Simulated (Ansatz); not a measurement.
Total energies of BClGaH$_{3}$O (`O[B](Cl)[GaH2]`).

```xyz
7

O     1.248    1.232   -0.091
B     0.665    0.023   -0.032
Cl    1.711   -1.427   -0.045
Ga   -1.409   -0.252    0.074
H     2.212    1.203   -0.136
H    -2.148   -0.361    1.457
H    -2.279   -0.418   -1.226
```

Total charge 0; spin multiplicity 1. Correlated methods include outer-core shells of Ga, which these sets cover unevenly. Scalar relativity is left out up to krypton. Geometry: relaxed with PBE0-D4/def2-TZVP. It is one conformer, not always the lowest. Basis def2-TZVPP, Ansatz.

RPA on PBE orbitals: Hartree–Fock energy of these orbitals -2484.10527 Eh, correlation -1.21054 Eh (frozen core).

```json
{"functional": "PBE", "energy without D4 (Eh)": "-2486.45243", "D4 term (kJ/mol)": "-14.7"}
{"functional": "revPBE", "energy without D4 (Eh)": "-2486.79922", "D4 term (kJ/mol)": "-40.1"}
{"functional": "BLYP", "energy without D4 (Eh)": "-2487.09626", "D4 term (kJ/mol)": "-32.0"}
{"functional": "r2SCAN", "energy without D4 (Eh)": "-2486.96151", "D4 term (kJ/mol)": "-3.3"}
{"functional": "PBE0", "energy without D4 (Eh)": "-2486.53503", "D4 term (kJ/mol)": "-12.5"}
{"functional": "B3LYP", "energy without D4 (Eh)": "-2487.12920", "D4 term (kJ/mol)": "-24.2"}
{"functional": "r2SCANh", "energy without D4 (Eh)": "-2486.94391", "D4 term (kJ/mol)": "-3.6"}
{"functional": "HSE06 (plane-wave form)", "energy without D4 (Eh)": "-2486.52147", "D4 term (kJ/mol)": "-11.8"}
{"functional": "BHLYP", "energy without D4 (Eh)": "-2486.98110", "D4 term (kJ/mol)": "-20.5"}
{"functional": "CAM-B3LYP", "energy without D4 (Eh)": "-2487.14849", "D4 term (kJ/mol)": "-12.9"}
{"functional": "LC-ωPBE", "energy without D4 (Eh)": "-2486.61571", "D4 term (kJ/mol)": "–"}
{"functional": "ωB97X-V", "energy without D4 (Eh)": "-2486.77986", "D4 term (kJ/mol)": "–"}
{"functional": "ωB97M-V", "energy without D4 (Eh)": "-2486.89276", "D4 term (kJ/mol)": "–"}
{"functional": "B2PLYP", "energy without D4 (Eh)": "-2486.48703", "D4 term (kJ/mol)": "–"}
```

(1) Give the same for LDA (SPW92), B97M-V, r2SCAN0, PBE-QIDH. (Best estimate.)

B3LYP takes the VWN-RPA correlation (the form of Gaussian; ORCA's B3LYP/G). HSE06 is the plane-wave form, built on full-range PBE exchange. The double hybrids freeze the cores in their second-order part.

Results:

(1) Computed: 
| functional | energy without D4 (Eh) | D4 term (kJ/mol) |
| --- | --- | --- |
| LDA (SPW92) | -2481.70760 | – |
| B97M-V | -2486.56025 | – |
| r2SCAN0 | -2486.91899 | -4.1 |
| PBE-QIDH | -2486.10003 | – |

LC-ωPBE has ω = 0.4 bohr⁻¹.
